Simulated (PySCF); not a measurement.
From one molecule to another.

First species: C₅H₁₁NSi.
SMILES: `[H]/N=C/[SiH2]C1CCC1`

Second species: C7H9N.
Cartesian coordinates in Å at the GFN2-xTB level; atoms count from 1:
```
atom  x, y, z in Å
C1    -2.4150   -0.3687    0.5568
C2    -1.4739   -0.3804   -0.6492
C3    -0.0606   -0.1418   -0.2041
C4     0.4339    1.1482   -0.0254
C5     1.7333    1.3114    0.4199
C6     2.4969    0.1832    0.6784
C7     1.9133   -1.0568    0.4739
N8     0.6746   -1.2174    0.0446
H9    -3.4391   -0.5499    0.2390
H10   -2.1244   -1.1446    1.2608
H11   -2.3737    0.5927    1.0651
H12   -1.5267   -1.3529   -1.1389
H13   -1.7764    0.3936   -1.3572
H14   -0.1920    2.0024   -0.2370
H15    2.1457    2.3001    0.5639
H16    3.5147    0.2642    1.0263
H17    2.4624   -1.9713    0.6599
```

Levels: PBE0/pcSseg-1 for dipole moment, HOMO energy, LUMO energy and HOMO–LUMO gap; GFN2-xTB for rotational constant A and rotational constant C. Geometries: GFN2-xTB. Each structure is a single optimised conformer of the isolated species, non-relativistic unless stated; the electronic structure was computed with PySCF and density fitting.

The conformers computed, where there is a choice (atom-mapped SMILES and torsion angles):
- `[H]/[N:1]=[CH:2]/[SiH2:3][CH:4]1[CH2:5][CH2:6][CH2:7]1`: N1–C2–Si3–C4 1°, C2–Si3–C4–C5 176°
- `[CH3:1][CH2:2][c:3]1[cH:4][cH:5][cH:6][cH:7][n:8]1`: C1–C2–C3–C4 -85°

Values for the first species:

| Item | Value |
| --- | --- |
| Dipole moment | 0.97 D |
| HOMO energy | -6.97 eV |
| LUMO energy | -0.55 eV |
| HOMO–LUMO gap | 6.42 eV |
| Rotational constant A | 4.338 GHz |
| Rotational constant C | 1.130 GHz |

Q: Estimate the same properties for the second species, and the change in each.

A: 
| property | first | second | second less first |
| --- | --- | --- | --- |
| dipole moment | 0.97 D | 1.85 D | +0.88 D |
| HOMO energy | -6.97 eV | -7.26 eV | -0.29 eV |
| LUMO energy | -0.55 eV | -0.64 eV | -0.09 eV |
| HOMO–LUMO gap | 6.42 eV | 6.62 eV | +0.20 eV |
| rotational constant A | 4.338 GHz | 4.684 GHz | +0.346 GHz |
| rotational constant C | 1.130 GHz | 1.287 GHz | +0.157 GHz |

On the first: In atomic units the dipole is 0.38 e·bohr (1 au = 2.5417 D).

On the second: The dipole matches unit charges of opposite sign 0.38 Å apart (1 e·Å = 4.8032 D).
